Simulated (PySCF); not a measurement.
A species of formula C9H6ClN has this rotational fingerprint, computed with PySCF, PBE0-D3(BJ)/def2-SVP geometry optimisation, gas phase:

```
Rotational constants : A = 4945, B = 333.5, C = 312.4 MHz
Dipole components    : |μa| = 3.53 D, |μb| = 0.24 D, |μc| = 0.00 D
Inertial defect      : -0.01 u·Å²
κ                    : -0.99
```

Question: Which structure is it? (One computed conformer of each.)
A. `[N:1]#[C:2][c:3]1[cH:4][cH:5][c:6](/[CH:7]=[CH:8]/[Cl:9])[cH:10][cH:11]1` with C5–C6–C7–C8 179°
B. `C=C1C=CC(C#N)=CC(Cl)=C1`
C. 2-chloroquinoline, `Clc1ccc2ccccc2n1`

Answer: A. It is N#Cc1ccc(/C=C/Cl)cc1, a near-prolate asymmetric top, point group Cs. The candidates at the same level (rigid rotor, commonest isotopes):

```json
{"SMILES": "N#Cc1ccc(/C=C/Cl)cc1", "A (MHz)": "4945", "B (MHz)": "333.5", "C (MHz)": "312.4", "μa (D)": "3.53", "μb (D)": "0.24", "μc (D)": "0.00", "Δ (u·Å²)": "-0.01", "point group": "Cs", "rotor": "near-prolate asymmetric top"}
{"SMILES": "C=C1C=CC(C#N)=CC(Cl)=C1", "A (MHz)": "1098", "B (MHz)": "809.2", "C (MHz)": "466.2", "μa (D)": "3.28", "μb (D)": "2.24", "μc (D)": "0.08", "Δ (u·Å²)": "-0.68", "point group": "near Cs", "rotor": "asymmetric top"}
{"SMILES": "Clc1ccc2ccccc2n1", "A (MHz)": "2729", "B (MHz)": "607.4", "C (MHz)": "496.8", "μa (D)": "2.38", "μb (D)": "2.20", "μc (D)": "0.00", "Δ (u·Å²)": "0.00", "point group": "Cs", "rotor": "near-prolate asymmetric top"}
```

`Clc1ccc2ccccc2n1` has B 82 % too high; `C=C1C=CC(C#N)=CC(Cl)=C1` has B 143 % too high. In the right answer the mirror of this Cs structure is the ab plane, so μc vanishes by symmetry (the 0.01 D computed is a residue). No structure here is proved a minimum.
